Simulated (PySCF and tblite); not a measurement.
Values are calculated unless marked as measured or tabulated.
**Ring inversion: stationary points, barriers and rates**

System: C4H8Se, numbered as in [CH2:1]1[CH2:2][CH2:3][Se:4][CH2:5]1.

Motion: inversion of the 5-membered ring (1–2–3–4–5). The path came from a restrained scan, a climbing-image band and a saddle search at GFN2-xTB; energies are revPBE/pcSseg-1 + D3(BJ), IEF-PCM water//PBE0-D3(BJ)/def2-SVP, thermal terms GFN2-xTB. Rate constants are transition-state-theory values, counting equivalent paths, without tunnelling. Programs: tblite and PySCF.

```tsv
point	symmetry	E(GFN2) kcal/mol	E(DFT) kcal/mol	ZPE change kcal/mol	lowest mode cm⁻¹	dipole D
start (twist)	C2	0.0	0.0	0.00	115	2.70
saddle (envelope)	Cs	3.5	3.5	-0.12	72i	2.45
end (twist)	C2	0.0	0.0	0.00	116	2.70
```

| Quantity | Value |
| --- | --- |
| Electronic barrier | 3.5 kcal/mol |
| Barrier with zero-point energy | 3.4 kcal/mol |
| ΔH‡ (298 K) | 3.0 kcal/mol |
| ΔS‡ (298 K, symmetry apart) | -2.4 cal/(mol K) |
| Paths | 2 equivalent paths |
| End point | the same structure with atoms interchanged, or its mirror image |
| Mean lifetime of the start against this motion at 298 K | 44 ps |
| Cost | 2.2 min on 1 thread of Intel Xeon Platinum 8488C, shared host (rough), peak memory 0.61 GiB, launched as `OMP_NUM_THREADS=1 python ens_run.py task.json out` |

| T/K | ΔG‡ kcal/mol | k s⁻¹ |
| --- | --- | --- |
| 200 | 3.6 | 1.1×10⁹ |
| 250 | 3.6 | 6.9×10⁹ |
| 298 | 3.7 | 2.3×10¹⁰ |
| 350 | 3.9 | 5.8×10¹⁰ |
| 400 | 4.0 | 1.1×10¹¹ |

ΔG and ΔG‡ leave out symmetry numbers and mirror images; rates count paths: 2 out.

Spin–orbit effects of heavy atoms on shieldings are missing.
